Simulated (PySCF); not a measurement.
Isomers of [C6H8P]-.

All values: PBE0/pcSseg-1 (PySCF) at GFN2-xTB geometries, gas phase, one conformer each.

Question: Rank by HOMO–LUMO gap, lowest first.
A. `Cc1ccc(C)[p-]1`
B. `Cc1c[p-]c(C)c1`
C. `Cc1c(C)cc[p-]1`

Answer: C (5.42 eV), B (5.66 eV), A (5.81 eV).

All values together:

```csv
SMILES,HOMO (eV),LUMO (eV),lowest IAO charge (e),highest IAO charge (e),lowest Hirshfeld charge (e),highest Hirshfeld charge (e)
Cc1ccc(C)[p-]1,-0.24,5.57,-0.406 (C),+0.123 (H),-0.231 (P),+0.016 (H)
Cc1c[p-]c(C)c1,-0.12,5.55,-0.467 (C),+0.124 (H),-0.243 (P),+0.021 (H)
Cc1cc[p-]c1C,-0.16,5.25,-0.457 (C),+0.126 (H),-0.240 (P),+0.020 (H)
CCc1cc[p-]c1,-0.21,5.10,-0.469 (C),+0.134 (H),-0.242 (P),+0.026 (H)
```

Conformers: `[CH3:1][CH2:2][c:3]1[cH:4][cH:5][p-:6][cH:7]1` (charge -1) with C1–C2–C3–C4 -86°.
